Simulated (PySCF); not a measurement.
## Peak assignment

Mapped SMILES: `[CH2:1]=[C:2]([C:3]#[N:4])[CH2:5][SiH2:6][C:7]([CH3:8])=[O:9]`; H(Xn) means a hydrogen on atom n. Ha(C1) is cis to C3; Hb(C1) is trans to C3.

Averaged over atoms made equivalent by symmetry, fast rotation or ring inversion, no solvent, non-relativistic Hamiltonian, one conformer. Structure optimised with GFN2-xTB; shieldings: GIAO PBE0/pcSseg-1; PySCF 2.14.0 with density-fitted response routines.

δ = σ(ref) − σ, references computed at the same level: 13C (186.93 ppm) and 1H (31.72 ppm) against TMS.

Q: Assign these signals to the numbered atoms. 13C{1H} NMR (computed): δ 242.3 (C), 141.6 (CH2), 124.0 (C), 123.8 (C), 42.8 (CH3), 21.3 (CH2).

A: 
| δ (ppm) | atoms | environment | reason |
| --- | --- | --- | --- |
| 242.3 | C7 | carbonyl carbon | – |
| 141.6 | C1 | terminal =CH2 carbon | an sp2 carbon of a C=C bond |
| 124.0 | C3 | nitrile carbon | this is the usual window of a C≡N carbon, which has no attached hydrogen |
| 123.8 | C2 | fully substituted alkene carbon | an sp2 carbon of a C=C bond |
| 42.8 | C8 | methyl carbon α to a carbonyl | the adjacent C=O deshields it moderately |
| 21.3 | C5 | allylic sp3 CH2 bonded to Si | – |

C3 and C2 lie closer than the usual error of such a calculation, so a measured spectrum could show them in the other order.

Q: Assign these signals to the numbered atoms. 1H NMR (300 MHz, computed): δ 6.29 (m, 1H), 6.12 (m, 1H), 4.45 (t, 2H), 2.47 (s, 3H), 2.07 (t, 2H).

A: 
| δ (ppm) | atoms | environment | reason |
| --- | --- | --- | --- |
| 6.29 | Hb(C1) | hydrogen on a terminal =CH2 carbon | olefinic region |
| 6.12 | Ha(C1) | hydrogen on a terminal =CH2 carbon | – |
| 4.45 | H(Si6) | hydrogen on a silicon bonded to 2 C | – |
| 2.47 | H(C8) | hydrogen on a methyl carbon α to a carbonyl | α to C=O |
| 2.07 | H(C5) | hydrogen on an allylic sp3 CH2 bonded to Si | allylic position |

Shifts are as computed. Against solution values, carbons near 30 ppm lie about +3 ppm off and those near 130 ppm about +5 ppm. Of 1211 compounds with measured shifts, 218 miss one by over three times the rms of a fit or turn the order of signals round; such compounds aren't used in these exercises. Multiplicities follow the n + 1 count of equivalent neighbours, as no J values were calculated; m marks all less simple cases, F and P coupling included.
